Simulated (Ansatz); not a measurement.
Compare A (`F[Si]([SiH3])(Cl)Cl`) with its isomer B (`F[SiH](Cl)[SiH2]Cl`).

Isolated molecules relaxed with PBE0-D4/def2-TZVP in Ansatz; ΔE leaves out vibrations. CCSD(T)/CBS adds triple-zeta CCSD(T) − MP2 to the extrapolated MP2 energy (def2 sets, frozen cores). Functionals use def2-TZVPP. B3LYP here is the variant with VWN-RPA as its local correlation; programs differ in this. One conformer a species, not always the lowest.

Question: Which is lower in electronic energy at CCSD(T)/CBS, and by how much? (Best estimate.)

Answer: The calculation gave: A, by 18.3 kJ/mol.

Question: Give E(B) − E(A) in kJ/mol with PBE0-D4, B2PLYP, B3LYP-D4, CCSD/def2-TZVPP, HF/def2-TZVPP, B3LYP, r2SCAN-D4. (Best estimate.)

Answer: Computed: PBE0-D4 20.0, B2PLYP 17.5, B3LYP-D4 19.1, CCSD/def2-TZVPP 17.6, HF/def2-TZVPP 10.8, B3LYP 15.8, r2SCAN-D4 21.6. None reverses the order clearly.

Largest T1 diagnostic: 0.011.

In def2-TZVPP, CCSD(T) changes the Hartree–Fock value by +8.4 kJ/mol (the triples alone add +1.6 kJ/mol) and MP2 by +8.9 kJ/mol. The D4 term adds +3.3 kJ/mol with B3LYP and +1.6 kJ/mol with PBE0; it sums over pairs of atoms, weighted by their polarisabilities, and B3LYP, whose exchange is more repulsive, gets the larger term.
